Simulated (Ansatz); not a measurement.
## A correction line for B2PLYP/def2-TZVPP: atomisation energy

The atomisation energy (no zero-point term) in kJ/mol of 8 molecular compounds of Si: x at B2PLYP/def2-TZVPP, y at CCSD(T)/CBS estimate. Shapes, held fixed at every level: PBE0-D4/def2-TZVP. Flexible molecules stand in one conformer, not always the lowest. Programs: Ansatz 0.2.0.

| molecule | x (kJ/mol) | y (kJ/mol) |
| --- | --- | --- |
| Si(OH)Cl | 1384 | 1412 |
| Si(SH)2 | 1418 | 1454 |
| Si(NH2)(OH) | 2140 | 2169 |
| CH3ClOSi (SMILES CO[Si]Cl) | 2558 | 2591 |
| CH4O2Si (SMILES CO[Si]O) | 3078 | 3119 |
| Si3NH6F (SMILES F[Si]N([SiH3])[SiH3]) | 3637 | ? |
| C2H7NSi (SMILES CC[Si]N) | 3995 | 4035 |
| C2H6FNSi (SMILES CN(C)[Si]F) | 4196 | 4236 |

Question: Fit y = c + s·x to the known rows and predict y for Si3NH6F.

Answer: 
1. Means of the 7 rows: x = 2681.29, y = 2716.6.
2. Σ(Δx)² = 7764617, Σ(Δx·Δy) = 7792452, so the slope is 7792452/7764617 = 1.0036.
3. Intercept: 2716.6 − (1.0036) × 2681.29 = 25.7. The largest residual of the fit is 5.2.
4. Si3NH6F: 25.7 + 1.0036 × 3637 = 3676 kJ/mol.

CCSD(T)/CBS estimate gives 3697 kJ/mol, so the prediction is off by -21 kJ/mol, more than the largest residual. Uncorrected, B2PLYP/def2-TZVPP misses Si3NH6F by -60 kJ/mol, and the other rows by 35 on average. The line removes about 65 % of this miss. Left out in turn, the other rows are missed by 4 kJ/mol on average, so the withheld one doesn't follow the line. The CBS estimate extrapolates MP2 from def2-TZVPP and def2-QZVPP and adds CCSD(T) − MP2 in the triple-zeta set, cores frozen.
